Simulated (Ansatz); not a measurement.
Reaction (atomization): `O[SiH](P)S` → 5 H• + O• + P• + S• + Si•

Calculated with Ansatz (gas phase, PBE0-D4/def2-TZVP geometries, no zero-point term in ΔE). CCSD(T)/CBS adds triple-zeta CCSD(T) − MP2 to the extrapolated MP2 energy (def2 sets, frozen cores). This one scheme is used for every species, atoms too. DFT in def2-TZVPP. No spin–orbit coupling; open shells (•) take unrestricted orbitals. Spin–orbit coupling would lower the free atoms: a little for O, S, Si. Each species was taken in one conformer, which may not be the lowest.

| level | ΔE (kcal/mol) |
| --- | --- |
| BLYP-D4 | 679.0 |
| r2SCAN-D4 | 683.1 |
| ωB97X-V | 690.0 |
| BLYP | 666.9 |
| HF/def2-SVP | 460.9 |
| HF/def2-TZVPP | 475.3 |
| MP2/def2-QZVPP | 678.7 |
| MP2/CBS(def2) | 688.5 |

Problem. What does CCSD(T)/CBS give? (Best estimate.)

Solution. Ansatz gave: +683.7 kcal/mol. The listed levels differ from it by -4.7, -0.6, 6.3, -16.8, -222.8, -208.4, -5.0, 4.8 kcal/mol.

Problem. What do rigid-rotor, harmonic-oscillator terms from PBE0-D4/def2-TZVP frequencies (298.15 K, 1 bar) make of the CCSD(T)/CBS value? (Best estimate.)

Solution. The calculation gave: ΔZPE = -31.9 kcal/mol, ΔH = +659.9 kcal/mol, ΔS = 886 J/(mol·K), ΔG = +596.8 kcal/mol. Open shells count their whole term as degenerate.

Largest T1 diagnostic among the species: 0.013.

From PBE to PBE0 (25 % exact exchange), in def2-TZVPP and without D4, ΔE moves by −10.5 kcal/mol: exact exchange takes away binding that semilocal exchange gives to molecules. At CCSD(T), def2-SVP lies −69.3 kcal/mol from the extrapolated value and def2-TZVPP −24.2 kcal/mol: correlation converges slowly with the basis, and small sets miss more of it in the bonded molecule than in its fragments. Leaving LDA and LC-ωPBE aside and taking each functional with its dispersion term where it has one, the values, not all of them listed here, spread over 27.9 kcal/mol, from BHLYP-D4 to B97M-V. LDA lies +98.1 kcal/mol from PBE without D4, its usual overbinding.

For atomizations the MP2-based limit and the directly extrapolated one differ by several kJ/mol either way, and by 10 to 25 for some Ge, Se and Sn compounds, so smaller differences from it don't rank the levels.
